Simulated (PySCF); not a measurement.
H₂ at BP86

Level: BP86. PySCF, no relativity, basis sets H def2-SVPD.

```json
{"state": "singlet, closed shell", "bond length": "0.767 Å", "harmonic wavenumber": "4273 cm⁻¹", "force constant": "5.42 mdyn/Å", "rotational constant Be": "56.88 cm⁻¹", "anharmonicity ωexe": "111 cm⁻¹", "vibration–rotation constant αe": "2.69 cm⁻¹", "well depth De to H + H": "4.74 eV", "dissociation energy D0": "4.48 eV", "HOMO–LUMO gap": "11.33 eV", "bond order (Mayer)": "1.00"}
```
